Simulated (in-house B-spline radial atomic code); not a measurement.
How numerical settings move a run on Ta II (Ta+), [Xe] 4f14 5d3 6s1. Computed with an all-electron radial atomic-structure program (B-spline basis): Dirac-Kohn-Sham PBE, spherical fractional occupations, Fermi nucleus of rms radius 5.3507 fm.

Command:
```bash
python run_scf.py task.json out
```
Settings of the sound reference run:
```
Z                73
electrons        72
configuration    [Xe] 4f14 5d3 6s1
hamiltonian      dirac
method           pbe,pbe
spin_polarised   False
nucleus          fermi
rms_radius       5.3507
mass_number      181
atomic_mass      180.948
speed_of_light   137.036
knot_spacing     0.22
spline_order     8
gauss_points     12
box_radius       35.29
max_iterations   70
damping          0.5
damped_steps     3
diis_vectors     10
tolerance        1e-08
start            Thomas-Fermi
```

Time taken, with all properties: 2.3 s on 1 thread of Arm Neoverse N1 (shared host).

It converges in 10 iterations to -15623.289174 hartree, with 5d5/2 at -10.2348 eV. The other runs change the listed settings, some to values that make no sense; their results aren't properties of the atom or ion. Radii are in bohr (the nuclear one in fm), a minus after a letter asks for a j subshell, and «unchanged» means within 1e-8 hartree. The run stops when the residual is below 10 × tolerance × max(1, Z/10), or a noise floor if that is larger, and the energy moves by less than 1e-8 × √|E| hartree; so very loose and very tight tolerances often act alike.

| changed settings | outcome |
| --- | --- |
| damping = 0.2 | converged in 13 iterations, energy unchanged, 5d5/2 level +9.6e-05 eV |
| damping = 0.8 | converged in 10 iterations, energy unchanged, 5d5/2 level +3.8e-06 eV |
| gauss_points = 5, max_iterations = 50, diis_vectors = 20 | converged in 10 iterations, energy -2.67e-07 hartree from the reference |
| method = hf, spin_polarised = True | stopped with error: spin polarisation is not served with the Dirac Hamiltonian |
| tolerance = 1e-06 | converged in 9 iterations, energy +5.40e-08 hartree from the reference, 5d5/2 level -2.3e-03 eV |
| knot_spacing = 1 | converged in 10 iterations, energy +2.28e+02 hartree from the reference, 5d5/2 level -9.2e+00 eV (the program warns: 5d5/2 reaches the box edge; 3s1/2 reaches the box edge) |
| knot_spacing = 2 | converged in 8 iterations, energy +3.32e+03 hartree from the reference, 5d5/2 level -8.4e+01 eV (the program warns: 5d5/2 reaches the box edge; 1s1/2 reaches the box edge) |
| knot_spacing = 0.15 | converged in 10 iterations, energy -4.03e-06 hartree from the reference, 5d5/2 level +1.1e-06 eV |
| damping = 0.95 | converged in 11 iterations, energy unchanged, 5d5/2 level +3.5e-05 eV |
| knot_spacing = 0.4, max_iterations = 3, start = bare nucleus | not converged after 3 iterations, last residual 3.8e+00, last energy +5.76e+01 hartree from the reference |
| max_iterations = 3, damping = 0.8 | not converged after 3 iterations, last residual 8.2e-02, last energy +1.71e-01 hartree from the reference |
| tolerance = 1e-13 | converged in 11 iterations, energy unchanged, 5d5/2 level +3.3e-05 eV |
| gauss_points = 4, max_iterations = 60, start = bare nucleus | converged in 12 iterations, energy +9.68e-06 hartree from the reference, 5d5/2 level +4.2e-05 eV |
| knot_spacing = 0.3 | converged in 10 iterations, energy +7.41e-05 hartree from the reference, 5d5/2 level +9.7e-06 eV |
| knot_spacing = 1.4 | converged in 9 iterations, energy +1.77e+03 hartree from the reference, 5d5/2 level -2.5e+01 eV (the program warns: 5d5/2 reaches the box edge; 2s1/2 reaches the box edge) |

(1) What happens with box_radius = 17.64, max_iterations = 50, damping = 0.2, diis_vectors = 1?

(2) What happens with knot_spacing = 0.55?

(3) What happens with electrons = 74, configuration = [Xe] 4f14 5d3 6s3, max_iterations = 60?

(4) What happens with electrons = 75, configuration = [Xe] 4f14 5d3 6s1 7s3, max_iterations = 75?

Answers

(1) Not converged after 50 iterations, last residual 4.9e+00, last energy +8.54e+02 hartree from the reference.

(2) Converged in 10 iterations, energy +2.27e+00 hartree from the reference, 5d5/2 level -4.7e-02 eV.

(3) Stopped with error: shell 6s holds at most 2 electrons.

(4) Stopped with error: shell 7s holds at most 2 electrons.
